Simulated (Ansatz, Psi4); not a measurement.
System: H6SiN3O (charge 0, doublet). SMILES: N[Si](N)(N)[O]
Coordinates optimised at B3LYP-D3(BJ)/def2-TZVP (Ansatz, an electronic-structure program):
```xyz
11

N      1.2992    -0.5515     0.9677
Si     0.0359     0.0665     0.0170
N     -0.7481    -1.0879    -1.0300
N     -1.1579     0.6493     1.0912
O      0.6324     0.9972    -1.1759
H      1.1631    -1.0331     1.8396
H      2.2509    -0.5647     0.6442
H     -0.1618    -1.6684    -1.6133
H     -1.5944    -0.8381    -1.5229
H     -0.8829     1.2584     1.8456
H     -2.0892     0.8679     0.7741
```
Charge 0, spin multiplicity 2.

Quantity: atomisation energy, in kcal/mol. Terms: no dispersion term unless named; no spin-orbit coupling; atomisation electronic, to ground-state atoms; 6-31G* and kin with 6d, 5d where marked; 6-311+G** with 5d, 6d on Na to Ar in Ansatz; open shells spin-unrestricted; non-relativistic; valence correlation only. CBS marks a two-point X^-3 extrapolation of the correlation energy; Hartree-Fock from the larger set. Ab initio and DFT rows: single points at B3LYP-D3(BJ) geometries (Ansatz).

Coupled cluster (Ansatz) is a level with limits of its own, used here on species with T1 under 0.025 (0.045 for open shells) and stable references: CCSD(T)/CBS(cc-pV(T+d)Z,cc-pV(Q+d)Z).

Value to compare with, CCSD(T)/CBS(cc-pV(T+d)Z,cc-pV(Q+d)Z) (Ansatz): 938.4 kcal/mol.

| level | program | atomisation energy (kcal/mol) | difference |
|---|---|---|---|
| HF/STO-3G | Ansatz | 606.3 | -332.1 |
| HF/6-31G* | Ansatz | 588.3 | -350.1 |
| PBE/STO-3G | Ansatz | 977.4 | 39.0 |
| PBE/6-311+G** | Ansatz | 944.2 | 5.8 |
| B3LYP/6-31G | Ansatz | 835.6 | -102.8 |
| B3LYP/6-31G* | Ansatz | 907.6 | -30.8 |
| B3LYP/6-31G** | Ansatz | 921.4 | -17.0 |
| B3LYP/6-311+G** | Ansatz | 921.2 | -17.2 |
| wB97X-D/6-311+G** | Psi4 | 918.6 | -19.8 |
| B3LYP-D3(BJ)/def2-TZVPD | Ansatz + dftd3 | 946.9 | 8.5 |
| B2PLYP-D3(BJ)/def2-TZVPD | Ansatz + dftd3 | 930.0 | -8.4 |

Among the 9 habitual levels, HF/6-31G* lies farthest from CCSD(T)/CBS(cc-pV(T+d)Z,cc-pV(Q+d)Z) (Ansatz) (-350.1 kcal/mol) and PBE/6-311+G** nearest (5.8); 2 of 9 lie above it, and their mean absolute difference is 101.6 kcal/mol, the median 30.8. One case shows no general order.

The levels are drawn from those run, B3LYP/6-31G* more often than the rest, none by its result; left out are runs that failed, that the program found above a lower state of the same kind, or whose <S^2> lies over 0.5 above the pure value.
